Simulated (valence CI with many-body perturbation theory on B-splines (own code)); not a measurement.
## In41+: E2, M1, M2 decay

Calculated by valence CI with perturbative core correlation (CI+MBPT): six valence electrons over a frozen Dirac-Fock core [He], a basis of 9 s, 9 p, 8 d, 6 f, 3 g, 1 h functions for each j, with the one-electron correlation potential Σ1, the two-electron term Σ2, the three-electron term Σ3, Breit, model QED; selected CI, second order for the rest, scaled by the run's own slope (own B-spline code, finite nucleus).

No measured spectrum was set against this ion. As an estimate, large intervals hold to a few tenths of a per cent, small ones and those within an open d or f shell to about a per cent. Among the levels kept, up to 2200 cm⁻¹ of a level comes from second order outside the variational space, and about a tenth of that is noise between levels of different J, which matters for small intervals.

Lines 1 to 50 of 54 in falling wavelength, among levels below 299.30 Ry, chosen from the decays that carry over 1 % of a level's rate. Wavelengths and rates use the calculated energies. Electric multipoles are in the length gauge with retardation, E1 and E2 with the static RPA response of the core. M1 uses the relativistic operator with retardation. S is in atomic units (e²a₀⁴ for E2 and M2, e²a₀⁶ for E3), for M1 in squared Bohr magnetons. Weak lines are less certain than strong ones. Lines between different terms over intervals too small for the method are left out, as are lines whose strength nearly cancels.

Levels are named by their leading jj configuration (3d3/2^4 stands for four electrons in 3d with j = 3/2), which in mixed levels can hold well under half, so a name can repeat and another be missing. Letters in brackets count levels of one name in rising energy.

```csv
λ vac (nm),Upper,Lower,Type,A (s⁻¹),S (a.u.)
37.78,(2s^2 2p1/2^2 2p3/2^2) J=0,(2s^2 2p1/2^2 2p3/2^2) J=2,E2,2.21e+01,1.52e-04
6.785,(2s^2 2p1/2 2p3/2^3) J=1,(2s^2 2p1/2^2 2p3/2^2) J=0,M1,2.26e+07,7.86e-01
5.752,(2s^2 2p1/2 2p3/2^3) J=1,(2s^2 2p1/2^2 2p3/2^2) J=2,M1,8.37e+07,1.77e+00
5.363,(2s^2 2p1/2 2p3/2^3) J=2,(2s^2 2p1/2^2 2p3/2^2) J=2,M1,5.26e+07,1.50e+00
5.097,(2s^2 2p3/2^4) J=0,(2s^2 2p1/2 2p3/2^3) J=1,M1,2.42e+08,1.19e+00
0.3666,(2s^2 2p1/2^2 2p3/2 3d5/2) J=4,(2s 2p1/2^2 2p3/2^3) J=2,E2,3.08e+08,1.64e-06
0.3405,(2s^2 2p1/2^2 2p3/2 3p1/2) J=2,(2s^2 2p1/2^2 2p3/2^2) J=0,E2,3.10e+10,6.33e-05
0.3403,(2s^2 2p1/2 2p3/2^2 3p1/2) J=1 [a],(2s^2 2p1/2 2p3/2^3) J=2,E2,2.03e+10,2.49e-05
0.3397,(2s^2 2p1/2 2p3/2^2 3p1/2) J=2 [a],(2s^2 2p1/2 2p3/2^3) J=2,E2,2.49e+09,5.03e-06
0.3388,(2s^2 2p1/2 2p3/2^2 3p1/2) J=1 [a],(2s^2 2p1/2 2p3/2^3) J=1,E2,1.94e+10,2.32e-05
0.3384,(2s^2 2p1/2 2p3/2^2 3p1/2) J=3,(2s^2 2p1/2 2p3/2^3) J=2,E2,1.06e+11,2.94e-04
0.3382,(2s^2 2p1/2 2p3/2^2 3p1/2) J=2 [a],(2s^2 2p1/2 2p3/2^3) J=1,E2,8.88e+10,1.75e-04
0.3376,(2s^2 2p1/2^2 2p3/2 3p1/2) J=1,(2s^2 2p1/2^2 2p3/2^2) J=2,E2,9.68e+10,1.14e-04
0.3374,(2s^2 2p1/2^2 2p3/2 3p1/2) J=2,(2s^2 2p1/2^2 2p3/2^2) J=2,E2,1.25e+11,2.44e-04
0.3369,(2s^2 2p1/2 2p3/2^2 3p1/2) J=3,(2s^2 2p1/2 2p3/2^3) J=1,E2,1.75e+10,4.74e-05
0.3365,(2s^2 2p1/2 2p3/2^2 3p1/2) J=2 [b],(2s^2 2p1/2 2p3/2^3) J=2,E2,5.57e+10,1.07e-04
0.3361,(2s^2 2p1/2 2p3/2^2 3p1/2) J=1 [b],(2s^2 2p1/2 2p3/2^3) J=2,E2,5.62e+10,6.46e-05
0.3351,(2s^2 2p1/2 2p3/2^2 3p1/2) J=2 [b],(2s^2 2p1/2 2p3/2^3) J=1,E2,7.66e+09,1.44e-05
0.3347,(2s^2 2p1/2 2p3/2^2 3p1/2) J=1 [b],(2s^2 2p1/2 2p3/2^3) J=1,E2,6.07e+10,6.82e-05
0.3346,(2s^2 2p1/2 2p3/2^2 3p3/2) J=3 [a],(2s^2 2p1/2 2p3/2^3) J=2,E2,1.18e+10,3.09e-05
0.3346,(2s^2 2p1/2 2p3/2^2 3p3/2) J=0,(2s^2 2p1/2 2p3/2^3) J=2,E2,8.03e+10,3.01e-05
0.3345,(2s^2 2p1/2 2p3/2^2 3p3/2) J=2 [a],(2s^2 2p1/2 2p3/2^3) J=2,E2,8.22e+09,1.54e-05
0.3335,(2s^2 2p1/2^2 2p3/2 3p3/2) J=2,(2s^2 2p1/2^2 2p3/2^2) J=0,E2,4.09e+10,7.52e-05
0.3334,(2s^2 2p1/2 2p3/2^2 3p1/2) J=0,(2s^2 2p1/2 2p3/2^3) J=2,E2,3.85e+10,1.42e-05
0.3332,(2s^2 2p1/2 2p3/2^2 3p3/2) J=3 [a],(2s^2 2p1/2 2p3/2^3) J=1,E2,1.98e+10,5.08e-05
0.3331,(2s^2 2p1/2 2p3/2^2 3p3/2) J=2 [a],(2s^2 2p1/2 2p3/2^3) J=1,E2,3.96e+10,7.24e-05
0.3329,(2s^2 2p1/2 2p3/2^2 3p3/2) J=3 [b],(2s^2 2p1/2 2p3/2^3) J=2,E2,3.18e+10,8.12e-05
0.3328,(2s^2 2p1/2 2p3/2^2 3p3/2) J=4,(2s^2 2p1/2 2p3/2^3) J=2,E2,3.12e+10,1.02e-04
0.3320,(2s^2 2p1/2^2 2p3/2 3p3/2) J=3,(2s^2 2p1/2^2 2p3/2^2) J=2,E2,6.62e+10,1.67e-04
0.3320,(2s^2 2p1/2^2 2p3/2 3p3/2) J=1,(2s^2 2p1/2^2 2p3/2^2) J=2,E2,7.45e+10,8.04e-05
0.3319,(2s^2 2p1/2 2p3/2^2 3p3/2) J=1 [a],(2s^2 2p1/2 2p3/2^3) J=1,E2,2.19e+10,2.36e-05
0.3315,(2s^2 2p1/2 2p3/2^2 3p3/2) J=3 [b],(2s^2 2p1/2 2p3/2^3) J=1,E2,1.40e+10,3.52e-05
0.3315,(2s^2 2p1/2 2p3/2^2 3p3/2) J=1 [b],(2s^2 2p1/2 2p3/2^3) J=2,E2,6.85e+10,7.35e-05
0.3306,(2s^2 2p1/2 2p3/2^2 3p3/2) J=2 [b],(2s^2 2p1/2 2p3/2^3) J=2,E2,9.57e+10,1.69e-04
0.3301,(2s^2 2p1/2 2p3/2^2 3p3/2) J=1 [b],(2s^2 2p1/2 2p3/2^3) J=1,E2,3.93e+10,4.13e-05
0.3293,(2s^2 2p1/2 2p3/2^2 3p3/2) J=2 [b],(2s^2 2p1/2 2p3/2^3) J=1,E2,3.15e+10,5.44e-05
0.3292,(2s^2 2p1/2^2 2p3/2 3p3/2) J=0,(2s^2 2p1/2^2 2p3/2^2) J=2,E2,2.04e+11,7.04e-05
0.3264,(2s^2 2p1/2 2p3/2^2 3d5/2) J=4 [a],(2s^2 2p1/2 2p3/2^3) J=2,M2,3.41e+08,1.02e-06
0.3248,(2s^2 2p1/2 2p3/2^2 3d5/2) J=4 [b],(2s^2 2p1/2 2p3/2^3) J=2,M2,3.18e+09,9.25e-06
0.3240,(2s^2 2p1/2^2 2p3/2 3d5/2) J=4,(2s^2 2p1/2^2 2p3/2^2) J=2,M2,2.08e+09,5.97e-06
0.3150,(2s^2 2p1/2 2p3/2^2 3p3/2) J=3 [a],(2s^2 2p1/2^2 2p3/2^2) J=2,E2,3.30e+10,6.39e-05
0.3150,(2s^2 2p1/2 2p3/2^2 3p3/2) J=0,(2s^2 2p1/2^2 2p3/2^2) J=2,E2,4.86e+10,1.34e-05
0.3149,(2s^2 2p1/2 2p3/2^2 3p3/2) J=2 [a],(2s^2 2p1/2^2 2p3/2^2) J=2,E2,3.33e+10,4.60e-05
0.3140,(2s^2 2p1/2 2p3/2^2 3p3/2) J=2 [b],(2s^2 2p1/2^2 2p3/2^2) J=0,E2,1.80e+10,2.46e-05
0.3139,(2s^2 2p1/2 2p3/2^2 3p1/2) J=0,(2s^2 2p1/2^2 2p3/2^2) J=2,E2,1.58e+10,4.30e-06
0.3138,(2s^2 2p1/2 2p3/2^2 3p3/2) J=1 [a],(2s^2 2p1/2^2 2p3/2^2) J=2,E2,5.21e+10,4.24e-05
0.3135,(2s^2 2p1/2 2p3/2^2 3p3/2) J=3 [b],(2s^2 2p1/2^2 2p3/2^2) J=2,E2,4.92e+10,9.30e-05
0.3133,(2s^2 2p1/2 2p3/2^2 3p3/2) J=4,(2s^2 2p1/2^2 2p3/2^2) J=2,E2,8.79e+10,2.13e-04
0.3131,(2s^2 2p1/2 2p3/2^2 3p3/2) J=2 [c],(2s^2 2p1/2^2 2p3/2^2) J=0,E2,6.34e+10,8.52e-05
0.3122,(2s^2 2p1/2 2p3/2^2 3p3/2) J=1 [b],(2s^2 2p1/2^2 2p3/2^2) J=2,E2,2.05e+10,1.63e-05
```
